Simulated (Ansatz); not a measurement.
**CuOH (SMILES [Cu]O): the energy to break a bond**

The species is CuOH (3 atoms), meant as a singlet with charge 0. SMILES: `[Cu]O`. The shape was relaxed beforehand at r2SCAN/def2-SVP.

| atom | x (Å) | y (Å) | z (Å) |
| --- | --- | --- | --- |
| Cu | -1.1286 | 0.2720 | -0.5853 |
| O | 0.4115 | 0.3231 | 0.2610 |
| H | 0.7171 | -0.5951 | 0.3242 |

Wanted: the dissociation energy of the O2–Cu1 bond into doublet OH and doublet Cu (shapes relaxed at r2SCAN/def2-SVP, no zero-point term). 1 Eh = 2625.50 kJ/mol = 27.2114 eV. Totals in Eh; open shells run unrestricted unless said.

| level | program | CuOH | doublet OH | doublet Cu |
| --- | --- | --- | --- | --- |
| BLYP/def2-TZVPP | Ansatz | -1716.463229 | -75.756432 | -1640.591678 |
| MP2/def2-TZVPP, 6 core orbitals frozen | Ansatz | -1715.502880 | -75.622320 | -1639.753160 |
| CCSD(T)/def2-TZVPP, 6 core orbitals frozen | Ansatz | -1715.418844 | -75.641458 | -1639.666944 |

**Question.** Work out the dissociation energy at each level.

**Answer.** 
1. BLYP/def2-TZVPP: (-75.756432) + (-1640.591678) − (-1716.463229) = 0.115119 Eh = 302.2 kJ/mol = 3.13 eV.
2. MP2/def2-TZVPP: (-75.622320) + (-1639.753160) − (-1715.502880) = 0.127400 Eh = 334.5 kJ/mol = 3.47 eV.
3. CCSD(T)/def2-TZVPP: (-75.641458) + (-1639.666944) − (-1715.418844) = 0.110442 Eh = 290.0 kJ/mol = 3.01 eV.

The levels span 290 to 334 kJ/mol; no measured value is set beside them. A bond enthalpy at 298 K also holds the loss of zero-point energy and thermal terms.
